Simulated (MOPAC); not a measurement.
Input file for MOPAC: PM6 on P2-, 2S+1 = 2, a spin state set in the input, which need not be the lowest, a point of a bond scan (R = 2.089 Å). Charge -1.

```
PM6 1SCF PRECISE CHARGE=-1 UHF MS=0.5 THREADS=1
P2

P      0.00000000 1     0.00000000 1     0.00000000 1
P      0.00000000 1     0.00000000 1     2.08920200 1
```

The log:

```
*******************************************************************************
 **                                                                           **
 **                              MOPAC v23.2.5                                **
 **                                                                           **
 *******************************************************************************
 ** MOPAC's Digital Object Identifier: https://doi.org/10.5281/zenodo.6511958 **
 **                                                                           **
 ** Please cite the open-source release paper for use of this MOPAC version:  **
 ** J. E. Moussa and J. J. P. Stewart (2026)                                  **
 ** MOPAC: An open-source semiempirical molecular orbital program             **
 ** J. Open Source Softw., 11(119), 8025, https://doi.org/10.21105/joss.08025 **
 *******************************************************************************

                              PM6 CALCULATION RESULTS

 *******************************************************************************
 *  PM6        - The PM6 Hamiltonian to be used
 *  UHF        - UNRESTRICTED HARTREE-FOCK CALCULATION
 *
 *
 *
 *                 CHARGE ON SYSTEM = -1
 *
 *
 *
 *  MS=        - IN MECI, MAGNETIC COMPONENT OF SPIN =  0.5
 *  PRECISE    - TIGHTER CRITERIA TO BE USED
 *  1SCF       - DO 1 SCF AND THEN STOP
 *  THREADS=1  - MULTI-THREADING NOT USED
 *  T=         - A TIME OF 172800.0 SECONDS REQUESTED
 *  DUMP=N     - RESTART FILE WRITTEN EVERY 7200.0 SECONDS REQUESTED
 *******************************************************************************
PM6 1SCF PRECISE CHARGE=-1 UHF MS=0.5 THREADS=1
 P2

   ATOM   CHEMICAL          X               Y               Z
  NUMBER   SYMBOL      (ANGSTROMS)     (ANGSTROMS)     (ANGSTROMS)

     1       P          0.00000000  *   0.00000000  *   0.00000000  *
     2       P          0.00000000  *   0.00000000  *   2.08920200  *



          CARTESIAN COORDINATES

    NO.       ATOM           X           Y           Z

     1         P          0.0000      0.0000      0.0000
     2         P          0.0000      0.0000      2.0892

 General Reference for PM6:
 "Optimization of Parameters for Semiempirical Methods V: Modification of NDDO Approximations
 and Application to 70 Elements", J. J. P. Stewart, J. Mol. Mod., 13, 1173-1213 (2007)
 URL: https://link.springer.com/article/10.1007/s00894-007-0233-4

           Empirical Formula: P2  =     2 atoms



      MOLECULAR POINT GROUP   :   D*h


          UHF CALCULATION, NO. OF ALPHA ELECTRONS =    6
                           NO. OF BETA  ELECTRONS =    5

 -------------------------------------------------------------------------------
 PM6 1SCF PRECISE CHARGE=-1 UHF MS=0.5 THREADS=1
 P2



     1SCF WAS SPECIFIED, SO BFGS WAS NOT USED
     SCF FIELD WAS ACHIEVED


                              PM6 CALCULATION
                                                       MOPAC v23.2.5 Linux




          FINAL HEAT OF FORMATION =         32.45389 KCAL/MOL =     135.78706 KJ/MOL


          COSMO AREA              =         82.85 SQUARE ANGSTROMS
          COSMO VOLUME            =         66.55 CUBIC ANGSTROMS

          IONIZATION POTENTIAL    =          1.388021 EV
          ALPHA SOMO LUMO (EV)    =         -1.388  4.741
          BETA  SOMO LUMO (EV)    =         -2.938  4.980
          NO. OF ALPHA ELECTRONS  =          6
          NO. OF BETA  ELECTRONS  =          5
          MOLECULAR WEIGHT        =         61.9475         POINT GROUP:  D*h

          MOLECULAR DIMENSIONS (Angstroms)

            Atom       Atom       Distance
            P     2    P     1     2.08920
            P     2    P     1     0.00000
            P     1    P     2     0.00000


          SCF CALCULATIONS        =          1





   ATOM   CHEMICAL          X               Y               Z
  NUMBER   SYMBOL      (ANGSTROMS)     (ANGSTROMS)     (ANGSTROMS)

     1       P          0.00000000  *   0.00000000  *   0.00000000  *
     2       P          0.00000000  *   0.00000000  *   2.08920200  *

                             CARTESIAN COORDINATES

   1    P        0.000000000     0.000000000     0.000000000
   2    P        0.000000000     0.000000000     2.089202000


           Empirical Formula: P2  =     2 atoms



      MOLECULAR POINT GROUP   :   D*h


          ALPHA EIGENVALUES
 -14.52623  -8.88250  -4.70560  -4.70087  -3.64034  -1.38802   4.74144   9.34302
 145.57800 145.64286 147.26522 147.26712 152.58718 153.94036 157.54367 157.54394
 160.26503 160.26944


           BETA EIGENVALUES
 -14.31269  -8.36185  -4.43603  -3.42240  -2.93777   4.98026   5.46615   9.68085
 145.61914 146.09234 147.60037 147.61593 152.76655 154.08771 158.06445 158.08115
 160.30928 160.77949


              NET ATOMIC CHARGES AND DIPOLE CONTRIBUTIONS

  ATOM NO.   TYPE          CHARGE      No. of ELECS.   s-Pop       p-Pop       d-Pop
    1          P          -0.500000        5.5000     1.86826     3.62361     0.00813
    2          P          -0.500000        5.5000     1.86826     3.62361     0.00813
 DIPOLE           X         Y         Z       TOTAL
 POINT-CHG.     0.000     0.000     0.000     0.000
 HYBRID        -0.000     0.000    -0.000     0.000
 SUM           -0.000     0.000     0.000     0.000


          ATOMIC ORBITAL ELECTRON POPULATIONS

     Atom    s        px        py        pz      x^2-y^2     xz        z^2       yz        xy
    1  P   1.86826   1.49774   0.99817   1.12769   0.00001   0.00226   0.00404   0.00183   0.00000
    2  P   1.86826   1.49774   0.99817   1.12769   0.00001   0.00226   0.00404   0.00183   0.00000


                    (SZ)    =    0.500000
                    (S**2)  =    0.750198


          ATOMIC ORBITAL SPIN POPULATIONS

    Atom   Total    s     px     py     pz   x^2-y^2  xz     z^2    yz     xy
         Atomic
    1  P  0.5000  0.004  0.500  0.000 -0.004 -0.000  0.000  0.000 -0.000 -0.000
    2  P  0.5000  0.004  0.500  0.000 -0.004 -0.000  0.000  0.000 -0.000 -0.000

 **********************
 *                    *
 * JOB ENDED NORMALLY *
 *                    *
 **********************




 == MOPAC DONE ==
```

The run finished.

Cost: about 0.020 core-seconds (a rough figure).
